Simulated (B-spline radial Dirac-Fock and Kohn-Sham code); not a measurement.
# The free cesium atom: differential elastic cross section for electrons at 300 eV

Calculated with a radial finite-basis atomic code, using relativistic (Dirac) partial waves in the static field of the Dirac-Fock atom with Furness-McCarthy exchange, without polarisation or absorption potentials.

The run's input, task.json:

```json
{"items": [{
  "Z": 55,
  "q": 0,
  "cfg": [[1, 0, 2], [2, 0, 2], [2, 1, 6], [3, 0, 2], [3, 1, 6], [3, 2, 10], [4, 0, 2], [4, 1, 6], [4, 2, 10], [5, 0, 2], [5, 1, 6], [6, 0, 1]],
  "A": 133,
  "rrms": 4.8041,
  "do": "elastic",
  "energies": [[300, 0]],
  "theta": [0, 1, 2, 3, 5, 7, 10, 15, 20, 25, 30, 40, 50, 60, 70, 80, 90, 100, 110, 120, 130, 140, 150, 160, 170, 180]
}]}
```

Command: `python xray2_run.py task.json out`

```tsv
θ (°)	dσ/dΩ (a₀²/sr)	Sherman function
0	299	0.000
1	289	0.000
2	260	0.000
3	221	0.000
5	140	0.000
7	82.8	-0.001
10	39.1	-0.001
15	13.3	0.000
20	5.50	0.004
25	3.35	0.012
30	2.62	0.016
40	1.28	0.012
50	0.291	-0.052
60	0.291	-0.051
70	0.690	0.014
80	0.683	0.043
90	0.249	0.096
100	0.0124	-0.245
110	0.322	-0.095
120	0.783	-0.052
130	0.787	-0.041
140	0.320	-0.049
150	0.0210	-0.139
160	0.408	0.005
170	1.21	0.001
180	1.62	0.000
```

Question: What integrated cross sections go with this distribution?

Answer: The total elastic cross section is 22.1 a₀², the first transport cross section 6.11 a₀² and the second, weighted with (3/2) sin²θ, 6.81 a₀². The mean deflection is ⟨1 − cos θ⟩ = 0.277, and 11 % of the collisions scatter beyond 90°.

On this grid of angles the cross section has minima near 60°, 100°, 150°, from interference among the few low partial waves with large phase shifts.
